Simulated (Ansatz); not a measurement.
```xyz
8

F    -2.080    0.921   -1.190
B    -1.244    0.412   -0.314
Si   -0.416   -1.293    0.096
Sn    0.871    1.061    0.061
H    -0.539   -2.650   -0.508
H    -0.168   -1.346    1.561
H     1.768    1.811   -1.189
H     1.808    1.084    1.482
```

Total charge 0; spin multiplicity 1. Sn: def2 effective core potential.

(1) List the B3LYP/def2-TZVPP orbital energies in eV (Ansatz 0.2.0). (Estimate.)

## Answers

(1) Computed: Occupied: -1799.02, -672.43, -185.77, -143.60, -138.79, -98.94, -98.89, -98.87, -93.70, -93.58, -93.55, -33.63, -27.89, -27.87, -27.83, -27.78, -27.75, -16.19, -15.02, -13.61, -13.05, -12.79, -10.95, -10.00, -8.94, -6.90, -6.32. Lowest empty: -2.11, -1.30, -0.67, -0.02, 0.65, 1.23, 1.44, 2.01.

B3LYP here is the variant with VWN-RPA as its local correlation; programs differ in this.
